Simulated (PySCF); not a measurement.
**Nuclear quadrupole coupling in `CCCCS[Si@](C)(Cl)[Si](C)(Cl)Cl`**

Species: C6H15Cl3SSi2.
Geometry (PBE0-D3(BJ)/def2-SVP, Å), atoms numbered from 1 in this order:
```
atom  x, y, z in Å
C1     4.3866   -0.2561   -0.3616
C2     2.8839   -0.0695   -0.2383
C3     2.4671    0.5541    1.0855
C4     0.9678    0.7392    1.2441
S5     0.1052   -0.8808    1.4006
Si6   -1.3817   -0.7758   -0.1054
C7    -2.2049   -2.4472   -0.1823
Cl8   -0.5490   -0.3033   -1.9718
Si9   -2.9275    0.9442    0.2230
C10   -4.1074    1.2028   -1.1912
Cl11  -1.9207    2.7288    0.5639
Cl12  -4.0117    0.4890    1.9340
H13    4.7735   -0.9195    0.4286
H14    4.9211    0.7041   -0.2744
H15    4.6599   -0.7007   -1.3302
H16    2.3718   -1.0395   -0.3515
H17    2.5114    0.5599   -1.0650
H18    2.9353    1.5495    1.1906
H19    2.8536   -0.0519    1.9243
H20    0.5502    1.2894    0.3887
H21    0.7248    1.3105    2.1509
H22   -1.4508   -3.2333   -0.3385
H23   -2.9293   -2.4850   -1.0096
H24   -2.7344   -2.6429    0.7628
H25   -4.7218    0.3020   -1.3425
H26   -4.7735    2.0543   -0.9856
H27   -3.5381    1.4048   -2.1112
```

Field gradients from the PBE0/pcSseg-1 density (PySCF, non-relativistic), principal values in atomic units, ordered |Vxx| ≤ |Vyy| ≤ |Vzz|:

| atom | Vxx | Vyy | Vzz |
| --- | --- | --- | --- |
| S5 | 0.1856 | 1.8904 | -2.0760 |
| Cl8 | -1.0165 | -1.1177 | 2.1341 |
| Cl11 | -1.0328 | -1.1947 | 2.2275 |
| Cl12 | -1.0027 | -1.1934 | 2.1961 |

Q: Find the asymmetry η = (Vxx − Vyy)/Vzz and the couplings χ = eQV/h (234.96 MHz × Q in barn × V in au), with Q(33S) = −0.0678 b, Q(35Cl) = −0.0817 b.

A: 
```json
{"atom": "S5", "environment": "sulfur bonded to C and Si", "nucleus": "33S", "η": "0.82", "χzz (MHz)": "33.07", "χxx (MHz)": "-2.96", "χyy (MHz)": "-30.12"}
{"atom": "Cl8", "environment": "silicon-bound chlorine", "nucleus": "35Cl", "η": "0.05", "χzz (MHz)": "-40.97", "χxx (MHz)": "19.51", "χyy (MHz)": "21.46"}
{"atom": "Cl11", "environment": "silicon-bound chlorine", "nucleus": "35Cl", "η": "0.07", "χzz (MHz)": "-42.76", "χxx (MHz)": "19.83", "χyy (MHz)": "22.94"}
{"atom": "Cl12", "environment": "silicon-bound chlorine", "nucleus": "35Cl", "η": "0.09", "χzz (MHz)": "-42.16", "χxx (MHz)": "19.25", "χyy (MHz)": "22.91"}
```

Q: What is Vzz at Cl8 in SI units (1 au = 9.71736 × 10²¹ V/m²)?

A: 2.1341 au = 20.738 × 10²¹ V/m².

Were the hydrogens deuterons (Q(2H) = 0.00286 b), χzz would run from 188 kHz (H19, H16 and H18) to 200 kHz (H23, H26 and H22).

The structure is a single PBE0-D3(BJ)/def2-SVP conformer in the gas phase; no vibrational or solvent corrections. These gradients aren't converged with respect to the basis.
